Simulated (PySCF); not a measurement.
phosphorus nitride cation (NP), SMILES P#N (connectivity only; charge and spin as stated), charge +1, multiplicity 2. Atoms are numbered in the order given.

```xyz
2

N      0.0000     0.0000    -1.0055
P      0.0000     0.0000     0.4693
```
Charge +1, spin multiplicity 2.

Geometry: B3LYP-D3(BJ)/def2-TZVPD. The multiplicity is an assumed one; other spin states were not compared.

Two levels are set side by side: PBE/pcH-1 (PySCF) and B3LYP/pcH-1 (PySCF). Contact hyperfine couplings, same geometry. Differences are taken from unrounded values.

```json
[
 {"quantity": "A(iso) of 14N, atom N1 (MHz)", "B3LYP": "173.7"},
 {"quantity": "A(iso) of 31P, atom P2 (MHz)", "B3LYP": "-302.9"}
]
```

Task: What does PBE give, and how far is it from B3LYP? (The exact figures need the calculation; the answer reports its results.)

Result: 
```json
[
 {"quantity": "A(iso) of 14N, atom N1 (MHz)", "PBE": "151.6", "PBE minus B3LYP": "-22.1"},
 {"quantity": "A(iso) of 31P, atom P2 (MHz)", "PBE": "-136.2", "PBE minus B3LYP": "166.7"}
]
```

Rough cost on one machine, each run with all the roots and properties that it gave: B3LYP against PBE within a factor of 2.
